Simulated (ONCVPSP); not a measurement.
# What one change does to a pseudopotential (Sn, ONCV)

```json
{
  "Element": "tin",
  "Generator": "ONCVPSP 4.0.1",
  "Type": "optimised norm-conserving Vanderbilt (ONCV)",
  "Functional": "LDA (Perdew-Zunger)",
  "Relativity": "fully relativistic",
  "Frozen core": "[Ar] 3d10",
  "Valence charge": "22",
  "Reference configuration": "4s2 4p6 4d10 5s1 5p3",
  "Partial waves": "4s+5s: rc 1.50 bohr, ncon 3, nbas 6, qcut 8.3 1/bohr, 2 projectors; 4p+5p: rc 1.30 bohr, ncon 3, nbas 7, qcut 12.6 1/bohr, 2 projectors; 4d: rc 1.50 bohr, ncon 4, nbas 8, qcut 9 1/bohr, 1 projector",
  "Local potential": "polynomial inside 1.25 bohr (lpopt 5, dvloc0 0 Ha)",
  "Core correction": "Teter function, fcfact 4.75, rcfact 1.15"
}
```

Open shells are filled in proportion to 2j + 1.

All-electron outer shells of the reference configuration (LDA (Perdew-Zunger), scalar-relativistic, ld1.x):

```
shell  level (eV)  outermost node (bohr)  outermost maximum (bohr)
   3p     -699.92                   0.14                      0.30
   3d     -475.22                      –                      0.25
   4s     -135.18                   0.40                      0.74
   4p      -91.08                   0.41                      0.79
   4d      -27.36                   0.39                      0.88
   5s      -11.69                   0.98                      1.99
   5p       -4.48                   1.09                      2.49
```

Change: local potential polynomial inside 1.25 bohr (lpopt 5, dvloc0 -0.5 Ha).

Cutoffs: the cutoffs (Ha) at which the residual kinetic energy of the hardest occupied pseudo-wave falls to 1 and 0.1 mHa per electron; they do not see the model core or the augmentation charge, which bear on the density cutoff. Errors are all-electron minus pseudo energies relative to the spin-unpolarised reference configuration.

Task: Predict the effect on cutoff, ghosts and configuration errors.

Result: The potential gets neither clearly harder nor softer (48 Ha and 58 Ha → 48 Ha and 58 Ha); of the 4 tests that both files solve, the error grows in 2 and shrinks in 0 by more than 15 % and 0.3 meV (median size 1.6 → 1.8 meV); neither file shows a bound ghost.

```tsv
quantity	base	changed
cutoff, loose	48 Ha	48 Ha
cutoff, tight	58 Ha	58 Ha
bound ghosts	none	none
GHOST(+) flags under 300 eV	none	none
error for 4s2 4p6 4d10 5s2 5p2, meV [ΔE -7.05 eV]	-1.7	-1.8
error for 4s2 4p6 4d10 5s2 5p1, meV [ΔE 0.06 eV]	-1.4	-1.8
error for 4s2 4p6 4d10 5s2 5p0, meV [ΔE 14.34 eV]	-0.6	-1.3
error for 4s2 4p6 4d9 5s2 5p2, meV [ΔE 25.70 eV]	+13	+13
s: phases at 1.52 bohr within 0.05 rad from the reference energy up to (Ha; the scan ends near 5)	to the end of the scan	to the end of the scan
p3/2: phases at 1.32 bohr within 0.05 rad from the reference energy up to (Ha; the scan ends near 5)	to the end of the scan	to the end of the scan
p1/2: phases at 1.32 bohr within 0.05 rad from the reference energy up to (Ha; the scan ends near 5)	to the end of the scan	to the end of the scan
d5/2: phases at 1.52 bohr within 0.05 rad from the reference energy up to (Ha; the scan ends near 5)	2.4	2.4
d3/2: phases at 1.52 bohr within 0.05 rad from the reference energy up to (Ha; the scan ends near 5)	2.2	2.3
rms error of d²Exc/dni dnj with the model core, mHa	4.98	4.98
```
